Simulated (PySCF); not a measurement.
F4H2NTa, SMILES [NH2][Ta]([F])([F])([F])[F], multiplicity 1.

Geometry: B3LYP-D3(BJ)/def2-SVP. The multiplicity is an assumed one; no other spin state was optimised. The structure was generated by enumeration; whether it is a known compound was not checked. The def2 effective core potentials stand for the cores of Ta; spin–orbit coupling is left out. The values are those of a single conformer.

Calculation: PBE/def2-TZVP in PySCF.

Symmetry labels are those of the subgroup C2v that the program uses (full group C2v).

Task: List the valence orbital energies around the gap with their symmetry. (Estimate from the structure and the level; the computed values follow.)

Result: 
```csv
orbital,symmetry,energy (eV)
HOMO−7,B2,-10.42
HOMO−6,A1,-10.42
HOMO−5,B1,-10.13
HOMO−4,B2,-10.07
HOMO−3,B1,-9.88
HOMO−2,A1,-9.82
HOMO−1,A2,-9.65
HOMO,B2,-7.47
LUMO,B1,-3.26
LUMO+1,A2,-2.66
LUMO+2,A1,-1.61
LUMO+3,B2,-1.29
```
